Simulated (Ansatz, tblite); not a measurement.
Forces on the cluster Na₁₁⁺ at its PBE/def2-SVP geometry. The state is a singlet with charge 1.

The xTB rows come from tblite. The restricted singlet is unstable towards broken spin symmetry in Hartree–Fock (as tested in another run); at PBE/def2-TZVP this wasn't settled. Another isomer (singlet) lies 0.07 eV lower at PBE0/def2-TZVP; other spin states weren't run for this one.

GFN1-xTB (tblite), largest force 0.19 eV/Å:

```xyz
11
positions Å, forces eV/Å
Na   -4.414    2.950    2.811    0.127   -0.040    0.024
Na    2.306   -1.278   -0.294    0.091   -0.062   -0.055
Na   -0.573   -0.415   -2.279   -0.054    0.004   -0.086
Na   -0.968   -1.275    1.089   -0.069   -0.082    0.038
Na    2.684    1.210   -2.803   -0.003   -0.065    0.004
Na    0.030   -3.849   -1.151    0.041    0.033   -0.022
Na   -2.862    1.450   -0.163   -0.062    0.052    0.093
Na    1.928   -0.002    2.993   -0.009   -0.001   -0.016
Na    0.670    1.869    0.063    0.036    0.102   -0.032
Na    2.532   -2.417   -3.495    0.070   -0.017    0.031
Na   -1.332    1.758    3.229   -0.171    0.076    0.020
```

GFN2-xTB (tblite), largest force 0.38 eV/Å:

```
Na 0.109 -0.007 0.103
Na 0.259 -0.132 0.003
Na -0.316 0.129 -0.118
Na -0.121 -0.296 0.056
Na 0.062 0.029 -0.035
Na -0.010 -0.074 0.014
Na -0.093 0.027 -0.057
Na 0.064 -0.020 0.040
Na 0.159 0.255 -0.127
Na 0.177 -0.087 -0.038
Na -0.290 0.177 0.159
```

PBE/def2-TZVP (Ansatz), largest force 0.03 eV/Å:

```
Na 0.015 -0.010 -0.008
Na -0.003 0.007 0.001
Na 0.003 0.007 0.012
Na 0.008 0.005 -0.005
Na -0.015 -0.020 0.009
Na 0.006 0.020 -0.004
Na 0.011 -0.002 0.014
Na -0.017 0.004 -0.015
Na 0.004 -0.020 -0.007
Na -0.008 0.011 0.013
Na -0.007 -0.002 -0.011
```
